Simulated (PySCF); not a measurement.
# Excitation energy of Br²⁺ by level of theory

Br²⁺ [Ar] 3d10 4s2 4p3 (4S) → Br²⁺ [Ar] 3d10 4s1 4p4, s spin flipped, as a difference of total energies. Calculation: PySCF 2.14, in x2c-TZVPPall (6s5p4d1f, 48 functions); the spin-free X2C one-electron Hamiltonian (Gaussian nucleus). Correlated levels: valence: [Ar] 3d10 frozen; valence and next inner shell: [Ne] frozen. The calculations carry no spin-orbit coupling.

```json
{"method": "UHF", "excitation energy (eV)": "19.546"}
{"method": "LDA", "excitation energy (eV)": "15.523"}
{"method": "PBE", "excitation energy (eV)": "15.657"}
{"method": "PBE0", "excitation energy (eV)": "16.589"}
{"method": "r2SCAN", "excitation energy (eV)": "16.509"}
{"method": "revPBE", "excitation energy (eV)": "15.688"}
{"method": "B2PLYP", "excitation energy (eV)": "16.670"}
{"method": "BP86", "excitation energy (eV)": "15.563"}
{"method": "M06-L", "excitation energy (eV)": "16.318"}
{"method": "MP2 (valence)", "excitation energy (eV)": "17.660"}
{"method": "SCS-MP2 (valence)", "excitation energy (eV)": "17.297"}
{"method": "MP2 (valence and next inner shell)", "excitation energy (eV)": "17.664"}
{"method": "SCS-MP2 (valence and next inner shell)", "excitation energy (eV)": "17.278"}
```

**Question.** How much does correlation contribute at MP2 (valence and next inner shell)?

**Answer.** 17.664 − (19.546) = -1.882 eV, measured against UHF.

The upper determinant mixes two multiplicities, so it lies between the two terms.
